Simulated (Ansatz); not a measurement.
The cluster Mo2O2⁺, 4 atoms. Hardware: 4 threads of Arm Neoverse V2 on a shared host.

In the def2 sets Mo takes a core potential; there is no spin–orbit coupling. Correlated methods freeze 2 core orbitals; core or outer-core shells of Mo are correlated, in sets that lack core-valence functions.

Task: How many basis functions does each of these Ansatz runs have, and roughly what does it cost? PBE0-D4/def2-SVP, charge 0 singlet at the geometry of the charge 1 doublet, energy with a search over starts; PBE0-D4/def2-TZVP, charge 1 doublet, frequencies; r2SCAN-D4/def2-TZVP, charge 1 quartet, energy, from earlier orbitals; PBE0-D4/def2-SVP, charge 1 doublet, energy with a search over starts; PBE0-D4/def2-TZVP, charge 1 doublet, energy, from earlier orbitals; LC-ωPBE/def2-TZVP, charge 1 doublet, energy, from earlier orbitals; PBE0-D4/def2-TZVP, charge 1 quartet, energy, from earlier orbitals; BLYP-D4/def2-TZVP, charge 1 quartet, energy, from earlier orbitals; RPA@PBE/def2-TZVP, charge 1 quartet, energy, from earlier orbitals; B3LYP-D4/def2-TZVP, charge 1 quartet, energy, from earlier orbitals; PBE-D4/def2-SVP, charge 1 doublet, energy, from earlier orbitals; ωB97M-V/def2-TZVP, charge 1 quartet, energy, from earlier orbitals.

Result: Other jobs shared the machine, so times can vary by a factor of up to 3. A dash marks memory too small to be measured apart from the calling script's.

```csv
run,functions,fitting or Cholesky vectors,wall time,peak host memory (GiB)
"PBE-D4/def2-SVP, charge 1 doublet, energy, from earlier orbitals",90,892,2.2 s,–
"BLYP-D4/def2-TZVP, charge 1 quartet, energy, from earlier orbitals",142,918,3.9 s,–
"RPA@PBE/def2-TZVP, charge 1 quartet, energy, from earlier orbitals",142,1128,5.5 s,–
"PBE0-D4/def2-TZVP, charge 1 doublet, energy, from earlier orbitals",142,1058,8 s,0.56
"PBE0-D4/def2-TZVP, charge 1 quartet, energy, from earlier orbitals",142,1058,8 s,0.56
"LC-ωPBE/def2-TZVP, charge 1 doublet, energy, from earlier orbitals",142,918,8.5 s,–
"B3LYP-D4/def2-TZVP, charge 1 quartet, energy, from earlier orbitals",142,1044,9 s,0.55
"r2SCAN-D4/def2-TZVP, charge 1 quartet, energy, from earlier orbitals",142,918,16 s,–
"PBE0-D4/def2-SVP, charge 0 singlet at the geometry of the charge 1 doublet, energy with a search over starts",90,970,28 s,–
"PBE0-D4/def2-SVP, charge 1 doublet, energy with a search over starts",90,906,32 s,–
"ωB97M-V/def2-TZVP, charge 1 quartet, energy, from earlier orbitals",142,972,39 s,0.85
"PBE0-D4/def2-TZVP, charge 1 doublet, frequencies",142,1058,1.7 min,0.56
```
